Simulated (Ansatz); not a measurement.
Stepwise reaction of `O[SiH](O)/C=C/[SiH3]` with hydrogen, as a gas-phase model of exchange steps in deposition or etching. ΔE in kJ/mol.

Gas-phase electronic energies from Ansatz, PBE0-D4/def2-TZVP geometries. CCSD(T)/CBS adds triple-zeta CCSD(T) − MP2 to the extrapolated MP2 energy (def2 sets, frozen cores). This one scheme is used for every species. Double bonds are as drawn, so ΔE can hold a change between cis and trans. DFT in def2-TZVPP. B3LYP here is the variant with VWN-RPA as its local correlation; programs differ in this. One conformer a species, not always the lowest.

```csv
step,reaction,PBE-D4,B3LYP-D4,ωB97M-V,CCSD(T)/CBS
2,`O[SiH2]/C=C/[SiH3]` + H₂ → `[SiH3]/C=C/[SiH3]` + H₂O,65.5,72.1,72.6,69.6
```

Problem. Give the row of step 1, `O[SiH](O)/C=C/[SiH3]` + H₂ → `O[SiH2]/C=C/[SiH3]` + H₂O. (Best estimate.)

Solution. Computed: 
```tsv
step	reaction	PBE-D4	B3LYP-D4	ωB97M-V	CCSD(T)/CBS
1	`O[SiH](O)/C=C/[SiH3]` + H₂ → `O[SiH2]/C=C/[SiH3]` + H₂O	87.3	93.4	94.8	91.5
```

Problem. By hand: ΔE of the 2 steps together at CCSD(T)/CBS.

Solution. (91.5) + (69.6) = 161.1 kJ/mol, or 80.5 kJ/mol a step.

In ΔE each step is lower than the one before. All are uphill at CCSD(T)/CBS. PBE-D4 differs from CCSD(T)/CBS by -4.2 to -4.1 kJ/mol a step. Isolated molecules leave out the surface, adducts and barriers. Largest T1 diagnostic: 0.012.
